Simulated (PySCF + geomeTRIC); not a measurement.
Species: CBrF$_{2}$, SMILES `F[C](F)Br` (charge 0, multiplicity 2).

Question: Give a relaxed geometry from B3LYP-D3(BJ)/def2-TZVP (PySCF + geomeTRIC).

Answer: the end point of this relaxation (outside a Z-matrix the atoms follow the SMILES, hydrogens last).
Z-matrix (Å, degrees):
```
C
F 1 1.3207
F 1 1.3208 2 110.16
Br 1 1.9176 2 114.14 3 -129.88
```
